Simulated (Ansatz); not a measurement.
Gas-phase reaction R1 → P1 + P2, each structure at its B3LYP-D3(BJ)/def2-TZVP stationary point, reached from a drawn start (curvature not checked).
P1: F atom, charge 0, multiplicity 2.
P2, F2S (SMILES FSF) (charge 0, multiplicity 1):
```csv
atom,x (Å),y (Å),z (Å)
S,0.0000,0.0000,-0.6967
F,1.2184,0.0000,0.3484
F,-1.2184,0.0000,0.3484
```
R1, F3S (SMILES F[S](F)F) (charge 0, multiplicity 2):
```xyz
4

S     -0.42725     0.00000     0.00000
F      1.15277     0.00000     0.00000
F     -0.36276     1.67739     0.00000
F     -0.36276    -1.67739     0.00000
```

P less R. No zero-point or thermal terms; singlets are restricted closed shells; open shells are unrestricted; no spin–orbit coupling.

Correlated levels freeze the cores.

Programs: Ansatz (a program for electronic structure) with Gaussian orbitals. Each number belongs to the level named beside it.

Task: Give the reaction energy at the level wB97X-V/def2-TZVPP.

Result: 58.3 kcal/mol

Task: Predict the reaction energy from CCSD(T)/cc-pV(Q+d)Z.

Result: 54.4 kcal/mol

Task: Predict the reaction energy from revPBE/def2-TZVPP.

Result: 66.1 kcal/mol
